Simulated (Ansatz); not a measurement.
`C[O][GeH2][SH]`, relaxed with RKS PBE-D4/def2-SVP in the Gaussian-basis code of Ansatz from a rough embedded geometry. The force threshold is 0.03 eV/Å; the program also tests the step.

Total charge 0; spin multiplicity 1.

Start:

```xyz
10

C    -1.711   -0.019   -0.244
O    -0.670   -0.869   -0.274
Ge    0.840    0.068    0.125
S     2.526   -1.425    0.119
H    -1.854    0.488    0.784
H    -1.621    0.843   -1.012
H    -2.686   -0.525   -0.484
H     1.035    1.123   -0.911
H     0.687    0.656    1.493
H     3.454   -0.341    0.405
```

```json
{"step": "1", "energy (eV)": "-70505.8879", "largest force (eV/Å)": "3.010", "largest move (Å)": "0.000"}
{"step": "2", "energy (eV)": "-70506.1663", "largest force (eV/Å)": "1.572", "largest move (Å)": "0.090"}
{"step": "3", "energy (eV)": "-70506.2319", "largest force (eV/Å)": "0.366", "largest move (Å)": "0.102"}
{"step": "4", "energy (eV)": "-70506.2357", "largest force (eV/Å)": "0.199", "largest move (Å)": "0.060"}
{"step": "5", "energy (eV)": "-70506.2416", "largest force (eV/Å)": "0.196", "largest move (Å)": "0.066"}
{"step": "6", "energy (eV)": "-70506.2454", "largest force (eV/Å)": "0.192", "largest move (Å)": "0.095"}
{"step": "7", "energy (eV)": "-70506.2493", "largest force (eV/Å)": "0.312", "largest move (Å)": "0.081"}
{"step": "8", "energy (eV)": "-70506.2536", "largest force (eV/Å)": "0.030", "largest move (Å)": "0.032"}
{"step": "9", "energy (eV)": "-70506.2608", "largest force (eV/Å)": "0.070", "largest move (Å)": "0.109"}
{"step": "10", "energy (eV)": "-70506.2757", "largest force (eV/Å)": "0.118", "largest move (Å)": "0.200"}
{"step": "11 (rejected)", "energy (eV)": "-70506.2285", "largest force (eV/Å)": "1.246", "largest move (Å)": "0.197"}
{"step": "12", "energy (eV)": "-70506.2826", "largest force (eV/Å)": "0.100", "largest move (Å)": "0.099"}
{"step": "13", "energy (eV)": "-70506.2874", "largest force (eV/Å)": "0.254", "largest move (Å)": "0.099"}
{"step": "14", "energy (eV)": "-70506.2988", "largest force (eV/Å)": "0.103", "largest move (Å)": "0.150"}
{"step": "15", "energy (eV)": "-70506.3098", "largest force (eV/Å)": "0.061", "largest move (Å)": "0.200"}
{"step": "16 (rejected)", "energy (eV)": "-70506.2930", "largest force (eV/Å)": "0.253", "largest move (Å)": "0.162"}
{"step": "17", "energy (eV)": "-70506.3133", "largest force (eV/Å)": "0.042", "largest move (Å)": "0.081"}
{"step": "18", "energy (eV)": "-70506.3150", "largest force (eV/Å)": "0.245", "largest move (Å)": "0.096"}
{"step": "19", "energy (eV)": "-70506.3164", "largest force (eV/Å)": "0.116", "largest move (Å)": "0.046"}
{"step": "20 (rejected)", "energy (eV)": "-70506.3162", "largest force (eV/Å)": "0.265", "largest move (Å)": "0.044"}
{"step": "21", "energy (eV)": "-70506.3180", "largest force (eV/Å)": "0.019", "largest move (Å)": "0.021"}
{"step": "22", "energy (eV)": "-70506.3194", "largest force (eV/Å)": "0.070", "largest move (Å)": "0.045"}
{"step": "23", "energy (eV)": "-70506.3197", "largest force (eV/Å)": "0.232", "largest move (Å)": "0.097"}
{"step": "24", "energy (eV)": "-70506.3213", "largest force (eV/Å)": "0.097", "largest move (Å)": "0.026"}
{"step": "25", "energy (eV)": "-70506.3226", "largest force (eV/Å)": "0.011", "largest move (Å)": "0.044"}
{"step": "26", "energy (eV)": "-70506.3233", "largest force (eV/Å)": "0.080", "largest move (Å)": "0.066"}
{"step": "27", "energy (eV)": "-70506.3234", "largest force (eV/Å)": "0.069", "largest move (Å)": "0.035"}
{"step": "28", "energy (eV)": "-70506.3236", "largest force (eV/Å)": "0.051", "largest move (Å)": "0.015"}
{"step": "29", "energy (eV)": "-70506.3239", "largest force (eV/Å)": "0.007", "largest move (Å)": "0.011"}
```

End:

```xyz
10

C    -1.680   -0.060   -0.341
O    -0.459   -0.707   -0.040
Ge    0.935    0.321    0.471
S     2.707   -1.013    0.639
H    -2.152    0.416    0.552
H    -1.576    0.729   -1.127
H    -2.390   -0.821   -0.727
H     1.127    1.429   -0.608
H     0.692    0.906    1.890
H     2.796   -1.201   -0.708
```

It took 40 s on 4 threads of a server CPU on a shared host, with 0.16 GiB of host memory at the peak.
